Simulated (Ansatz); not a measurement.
Geometry optimisation, Ansatz, RKS revPBE-D4/def2-SVP.

Input file:

```yaml
crystal:
  periodic: [false, false, false]
  atoms:
    - { symbol: Cl, position_ang: [-0.7339, 1.3808, -1.4176] }
    - { symbol: C, position_ang: [0.2232, 0.4279, -0.4682] }
    - { symbol: C, position_ang: [-0.2882, -0.4182, 0.4234] }
    - { symbol: Br, position_ang: [0.8777, -1.5015, 1.4929] }
    - { symbol: H, position_ang: [1.2804, 0.5676, -0.6976] }
    - { symbol: H, position_ang: [-1.3171, -0.5205, 0.6209] }
basis:
  gaussian: { orbitals: def2-SVP }
hamiltonian:
  xc: revpbe
  dispersion: d4
relax:
  f_tol: 0.015
  max_steps: 40
```

Command:

```bash
$ ansatz run input.yaml --threads 1 --pin off --max-ram 2048MiB --backend cpu --events-out ev --progress --plain --runs-dir out
```

Q: Where does it end, and by what steps?

A: The run converged. After 5 steps the energy has fallen by 0.184 eV; Cl1 moved furthest, 0.09 Å.

```
step  energy less start (eV)  largest force component (eV/Å)  accepted
   0                  0.0000                           1.999       yes
   1                 -0.1415                           0.856       yes
   2                 -0.1454                           0.815       yes
   3                 -0.1797                           0.371       yes
   4                 -0.1829                           0.078       yes
   5                 -0.1844                           0.006       yes
```

```xyz
6
Properties=species:S:1:pos:R:3
Cl -0.793 1.427 -1.458
C 0.242 0.427 -0.481
C -0.258 -0.420 0.438
Br 0.867 -1.510 1.500
H 1.317 0.549 -0.679
H -1.333 -0.538 0.634
```

Whether the end is a true minimum wasn't checked by a vibrational analysis.

Time of the run: 18 s on 1 thread of Arm Neoverse V1 (shared host), peak memory 0.12 GiB.
